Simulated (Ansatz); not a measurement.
Name a neutral molecule of B, C, Si and H with LUMO energy (B3LYP/def2-TZVPP) between -2.10 and -1.80 eV and size of the dipole moment (PBE/def2-TZVPP) between 1.05 and 1.35 D (Ansatz, PBE0-D4/def2-TZVP geometry).

`C=CBC[SiH3]` (-2.03 eV, 1.12 D); `B1CB[SiH2]1` (-2.08 eV, 1.18 D); `CB[SiH2]CC` (-1.88 eV, 1.35 D). Other molecules can fit too; these were computed, each in one conformer that needn't be the lowest.

B3LYP here is the variant with VWN-RPA as its local correlation; programs differ in this.
